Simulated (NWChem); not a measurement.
Species: C$_{2}$H$_{7}$BSe; SMILES CB(C)[SeH]

```xyz
11

B     -0.0052    -0.8979     0.0209
C      1.3756    -1.6561    -0.0623
H      1.3604    -2.3946    -0.8764
H      1.5202    -2.2368     0.8614
H      2.2590    -1.0226    -0.1942
C     -1.3744    -1.6776     0.0170
H     -1.5833    -2.0045    -1.0138
H     -2.2422    -1.1024     0.3548
H     -1.3127    -2.5971     0.6146
Se     0.0802     1.0553     0.0970
H     -1.3748     1.3188     0.1981
```
Atoms are numbered in this order, from 1.

Level: B3LYP/6-31G* (spherical d) (NWChem), optimised geometry, unscaled harmonic frequencies. This build's default masses of Se (78.918 u) and Br (79.917 u) are each other's, which moves their modes by up to 0.6 %. B3LYP is NWChem's, with the RPA form of VWN correlation.

| frequency (cm⁻¹) | IR intensity (km/mol) |
|---|---|
| 65 | 0.2 |
| 98 | 1.1 |
| 239 | 0.7 |
| 265 | 0.3 |
| 354 | 0.4 |
| 383 | 5.7 |
| 487 | 10.6 |
| 738 | 8.0 |
| 764 | 3.6 |
| 830 | 2.1 |
| 852 | 22.2 |
| 918 | 16.8 |
| 1087 | 180.0 |
| 1164 | 33.2 |
| 1374 | 21.7 |
| 1379 | 54.2 |
| 1487 | 1.9 |
| 1491 | 2.0 |
| 1506 | 5.0 |
| 1510 | 5.8 |
| 2397 | 45.8 |
| 3021 | 1.8 |
| 3025 | 6.4 |
| 3072 | 4.8 |
| 3077 | 21.9 |
| 3116 | 19.2 |
| 3122 | 18.2 |

- zero-point energy = 54.0 kcal/mol
- thermal correction to the enthalpy at 298.15 K (with zero-point energy) = 58.8 kcal/mol
- heat capacity Cv = 21.9 cal/(mol K)
- entropy at 298.15 K and 1 atm (symmetry number 1) = 82.0 cal/(mol K)
- dipole moment = 1.41 D

Rigid rotor and harmonic oscillator; modes under 100 cm⁻¹ make the entropy uncertain.
